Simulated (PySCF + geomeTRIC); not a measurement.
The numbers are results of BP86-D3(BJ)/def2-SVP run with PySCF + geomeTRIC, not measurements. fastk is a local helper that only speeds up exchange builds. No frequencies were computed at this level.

```python
import json, numpy as np
from pyscf import gto, dft
from fastk import lowrank_exchange
atoms = """
Ti    -0.009524    -0.060919    -0.050924
F      0.882645    -0.908509    -1.247682
F     -1.611896    -0.274638     0.526508
C      1.176288    -0.111641     1.635121
H      1.129536    -1.121934     2.069517
H      0.833354     0.602211     2.398036
H      2.227367     0.108870     1.399777
C      0.097770     1.921215    -0.608741
H      1.137698     2.258771    -0.726122
H     -0.399696     2.575118     0.121687
H     -0.410371     2.043449    -1.577295
"""
def scf(charge, spin, dm0=None):
    mol = gto.M(atom=atoms, basis='def2-svp', ecp={}, charge=charge, spin=spin, verbose=3, max_memory=10080)
    mf = dft.KS(mol, xc='bp86').density_fit(auxbasis="def2-universal-jkfit")
    mf.disp = 'd3bj'
    mf.grids.level = 3
    mf.conv_tol = 1e-8
    mf.max_cycle = 120
    mf.level_shift = 0.25
    mf.kernel(dm0)
    if not mf.converged:
        mf = mf.newton().run(mf.mo_coeff, mf.mo_occ).undo_soscf()
    return mf
mf = scf(0, 0)
from pyscf.geomopt.geometric_solver import kernel as optimize
path = []
done, mol = optimize(mf, maxsteps=120, assert_convergence=False, callback=lambda env: path.append((env["energy"], bool(env["g_scanner"].converged))))
res = dict(converged=bool(done and path[-1][1]), energy=path[-1][0], path=[e for e, c in path], xyz=mol.atom_coords(unit="Angstrom").tolist(), nao=mol.nao)
json.dump(res, open("result.json", "w"))
```

Output:

```
converged SCF energy = -1128.92343397475
Geometry optimization cycle 1
converged SCF energy = -1128.92343396318
cycle 1: E = -1128.92343396  dE = -1128.92  norm(grad) = 0.0623367
Geometry optimization cycle 2
converged SCF energy = -1128.92824819186
cycle 2: E = -1128.92824819  dE = -0.00481423  norm(grad) = 0.0144695
Geometry optimization cycle 3
converged SCF energy = -1128.92937295274
cycle 3: E = -1128.92937295  dE = -0.00112476  norm(grad) = 0.00925295
Geometry optimization cycle 4
converged SCF energy = -1128.93031962053
cycle 4: E = -1128.93031962  dE = -0.000946668  norm(grad) = 0.00644985
Geometry optimization cycle 5
converged SCF energy = -1128.93044156597
cycle 5: E = -1128.93044157  dE = -0.000121945  norm(grad) = 0.00289786
Geometry optimization cycle 6
converged SCF energy = -1128.93046896167
cycle 6: E = -1128.93046896  dE = -2.73957e-05  norm(grad) = 0.00134791
Geometry optimization cycle 7
converged SCF energy = -1128.9304754227
cycle 7: E = -1128.93047542  dE = -6.46103e-06  norm(grad) = 0.00107966
Geometry optimization cycle 8
converged SCF energy = -1128.93047525599
cycle 8: E = -1128.93047526  dE = 1.66714e-07  norm(grad) = 0.00111297
Geometry optimization cycle 9
converged SCF energy = -1128.93047626022
cycle 9: E = -1128.93047626  dE = -1.00423e-06  norm(grad) = 0.000933619
Geometry optimization cycle 10
converged SCF energy = -1128.93047828377
cycle 10: E = -1128.93047828  dE = -2.02355e-06  norm(grad) = 0.000610663
Geometry optimization cycle 11
converged SCF energy = -1128.93047880784
cycle 11: E = -1128.93047881  dE = -5.24073e-07  norm(grad) = 0.000443432
Geometry optimization cycle 12
converged SCF energy = -1128.93047896498
cycle 12: E = -1128.93047896  dE = -1.5714e-07  norm(grad) = 0.000331539
<class 'geometric.internal.Distance'> : 10
<class 'geometric.internal.Angle'> : 18
<class 'geometric.internal.Dihedral'> : 18
<class 'geometric.internal.TranslationX'> : 1
<class 'geometric.internal.TranslationY'> : 1
<class 'geometric.internal.TranslationZ'> : 1
<class 'geometric.internal.RotationA'> : 1
<class 'geometric.internal.RotationB'> : 1
<class 'geometric.internal.RotationC'> : 1
Step    0 : Gradient = 1.880e-02/4.212e-02 (rms/max) Energy = -1128.9234339632
Step    1 : Displace = 2.814e-02/5.149e-02 (rms/max) Trust = 1.000e-01 (=) Grad = 4.363e-03/1.130e-02 (rms/max) E (change) = -1128.9282481919 (-4.814e-03) Quality = 1.143
Step    2 : Displace = 1.974e-02/4.018e-02 (rms/max) Trust = 1.414e-01 (+) Grad = 2.790e-03/5.449e-03 (rms/max) E (change) = -1128.9293729527 (-1.125e-03) Quality = 1.510
Step    3 : Displace = 3.714e-02/8.062e-02 (rms/max) Trust = 2.000e-01 (+) Grad = 1.945e-03/3.671e-03 (rms/max) E (change) = -1128.9303196205 (-9.467e-04) Quality = 1.225
Step    4 : Displace = 1.261e-02/2.533e-02 (rms/max) Trust = 2.828e-01 (+) Grad = 8.737e-04/1.396e-03 (rms/max) E (change) = -1128.9304415660 (-1.219e-04) Quality = 1.234
Step    5 : Displace = 4.669e-03/9.582e-03 (rms/max) Trust = 3.000e-01 (+) Grad = 4.064e-04/7.817e-04 (rms/max) E (change) = -1128.9304689617 (-2.740e-05) Quality = 1.121
Step    6 : Displace = 3.671e-03/7.946e-03 (rms/max) Trust = 3.000e-01 (=) Grad = 3.255e-04/6.701e-04 (rms/max) E (change) = -1128.9304754227 (-6.461e-06) Quality = 0.688
Step    7 : Displace = 4.918e-03/9.525e-03 (rms/max) Trust = 3.000e-01 (=) Grad = 3.356e-04/5.343e-04 (rms/max) E (change) = -1128.9304752560 (+1.667e-07) Quality = -0.020
Step    8 : Displace = 2.539e-03/4.438e-03 (rms/max) Trust = 2.459e-03 (-) Grad = 2.815e-04/5.728e-04 (rms/max) E (change) = -1128.9304762602 (-1.004e-06) Quality = 0.144
Step    9 : Displace = 1.277e-03/2.242e-03 (rms/max) Trust = 1.230e-03 (-) Grad = 1.841e-04/3.284e-04 (rms/max) E (change) = -1128.9304782838 (-2.024e-06) Quality = 0.387
Step   10 : Displace = 1.222e-03/2.294e-03 (rms/max) Trust = 1.230e-03 (=) Grad = 1.337e-04/2.881e-04 (rms/max) E (change) = -1128.9304788078 (-5.241e-07) Quality = 0.095
Step   11 : Displace = 6.058e-04/1.161e-03 (rms/max) Trust = 6.110e-04 (-) Grad = 9.996e-05/2.213e-04 (rms/max) E (change) = -1128.9304789650 (-1.571e-07) Quality = 0.035
Converged! =D
```

Cost: around 4 core-minutes (rough).
